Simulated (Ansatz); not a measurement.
Compare A (`FC1N=C[SiH2]O1`) with its isomer B (`OC1([SiH3])N=C1F`).

Gas-phase electronic energies from Ansatz, PBE0-D4/def2-TZVP geometries. CCSD(T)/CBS is the MP2 limit (def2-TZVPP, def2-QZVPP) plus CCSD(T) − MP2 in def2-TZVPP, frozen cores. DFT in def2-TZVPP. B3LYP here is the variant with VWN-RPA as its local correlation; programs differ in this. One conformer a species, not always the lowest.

Q: Which isomer does CCSD(T)/CBS put lower? Give the gap. (Best estimate.)

A: Ansatz gave: A, by 293.9 kJ/mol.

Q: Give E(B) − E(A) in kJ/mol with PBE-D4, HF/def2-TZVPP, CCSD/def2-TZVPP, PBE0-D4, B2PLYP, r2SCAN-D4, B3LYP. (Best estimate.)

A: Ansatz gave: PBE-D4 262.1, HF/def2-TZVPP 324.8, CCSD/def2-TZVPP 298.8, PBE0-D4 282.6, B2PLYP 286.7, r2SCAN-D4 283.3, B3LYP 282.7. None reverses the order clearly.

Largest T1 diagnostic: 0.013.

From PBE to PBE0 (25 % exact exchange), in def2-TZVPP and without D4, E(B) − E(A) moves by +21.0 kJ/mol. In def2-TZVPP, CCSD(T) changes the Hartree–Fock value by −33.5 kJ/mol (the triples alone add −7.5 kJ/mol) and MP2 by −40.6 kJ/mol.
